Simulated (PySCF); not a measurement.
Optical rotation: `C[Si@H]1N[Si@H](C)P1`, C2H10NPSi2

Geometry:
```
atom   x (Å)   y (Å)   z (Å)
  C1   2.845   0.460  -0.241
 Si2   1.210   0.271   0.703
  N3  -0.156   0.891  -0.183
 Si4  -1.242  -0.446  -0.450
  C5  -2.952  -0.192   0.322
  P6   0.179  -1.747   0.744
  H7   3.663   0.020   0.319
  H8   3.076   1.509  -0.396
  H9   2.805  -0.023  -1.213
 H10   1.279   0.865   2.044
 H11  -0.292   1.843  -0.484
 H12  -1.336  -0.751  -1.885
 H13  -3.471   0.627  -0.165
 H14  -2.880   0.035   1.381
 H15  -3.560  -1.083   0.211
 H16   0.824  -2.270  -0.360
```

Computed with PySCF, TDDFT B3LYP/def2-SVPD circular dichroism and optical rotation, one conformer, gas phase. Geometry: GFN2-xTB.

Stereocentres: Si2 S, Si4 S.

Question: Give the optical rotatory dispersion at 633, 589.3, 546, 436, 405, 365, 355 nm.

Answer: [α] in deg dm⁻¹ (g/mL)⁻¹:
```tsv
λ (nm)	origin-invariant length gauge	modified velocity gauge	length gauge (centre of mass)	isotropic polarisability (au)
633	-239.2	-234.7	-241.2	113.8
589.3	-284.1	-278.8	-286.5	114.4
546	-343.2	-336.9	-346.0	115.2
436	-626.2	-615.2	-631.1	118.3
405	-777.8	-764.6	-783.8	119.8
365	-1081.4	-1064.1	-1089.6	122.4
355	-1187.8	-1169.1	-1196.7	123.3
```

Question: And for the mirror image at 589.3 nm?

Answer: +284.1 deg dm⁻¹ (g/mL)⁻¹ (origin-invariant length gauge): the same size and the opposite sign.

Question: What is the molar rotation [Φ] = [α]·M/100 of the geometry above at 589.3 nm?

Answer: With M = 135.25 g/mol, -384.3 deg cm² dmol⁻¹ (origin-invariant length gauge).

The first excitation lies at 5.28 eV (235 nm) with R = +4.4 × 10⁻⁴⁰ esu² cm² (velocity form).
